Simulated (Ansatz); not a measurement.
A single point on C$_{2}$H$_{7}$OSi, SMILES `C[Si](C)O` radical.

```yaml
crystal:
  periodic: [false, false, false]
  atoms:
    - {symbol: C, position_ang: [-1.015449, 1.006647, -0.634640]}
    - {symbol: Si, position_ang: [0.299165, -0.333373, -0.573152]}
    - {symbol: C, position_ang: [1.346999, -0.186646, 0.965651]}
    - {symbol: O, position_ang: [-0.395387, -1.839621, -0.479733]}
    - {symbol: H, position_ang: [-1.648555, 0.914431, -1.519990]}
    - {symbol: H, position_ang: [-1.655026, 0.946437, 0.252879]}
    - {symbol: H, position_ang: [-0.551310, 1.995813, -0.658154]}
    - {symbol: H, position_ang: [0.717255, -0.286529, 1.856189]}
    - {symbol: H, position_ang: [2.108278, -0.968106, 0.997205]}
    - {symbol: H, position_ang: [1.847707, 0.783374, 1.003966]}
    - {symbol: H, position_ang: [-0.988280, -2.089227, -1.189722]}
basis:
  gaussian: {orbitals: def2-QZVPP}
magnetization: {spin_polarized: true, initial_magnetization: 1}
correlation: {method: mp2}
scf: {omitted_lower_state_checks: [cluster_reference]}
```

```sh
$ ansatz run in.yaml --threads 4 --pin off --events-out ev --progress --plain --max-ram 10444MiB
```

Shortened log:

```
Functional definition: HF
2665 factors; integrals over basis functions are off by at most 1.1e-3 eV
mean field evaluation 1: about -12069.1473 eV, gradient 3.4e1 eV
mean field evaluation 2: about -12069.1485 eV, gradient 3.4e1 eV
mean field evaluation 4: about -12074.4186 eV, gradient 3.7e0 eV
mean field evaluation 8: about -12074.5511 eV, gradient 1.6e-1 eV
mean field -12074.55173921 eV, -443.7315919908 hartree, gradient 1.9e-6 eV, S^2 0.753366; 0 other end points of the search recorded, 0 dependent functions left out
8 core orbitals not correlated: weight in the atoms' cores, before any rotation towards them, 1.000 or more for the frozen orbitals, at most 0.000 for the correlated occupied ones
reference -12074.55173921 eV, -443.7315919908 hartree; 13, 12 occupied and 430, 431 virtual orbitals, 2665 factors
second order -20.45603888 eV of doubles, -0.00000000 eV of singles
Total energy: -12095.00777809 eV, -444.4833375540 hartree
Checks for a lower state left out: cluster_reference
```

Hardware: 4 threads of an Arm Neoverse V2 on a shared host. Wall time 20 s, peak host memory 2.6 GiB.
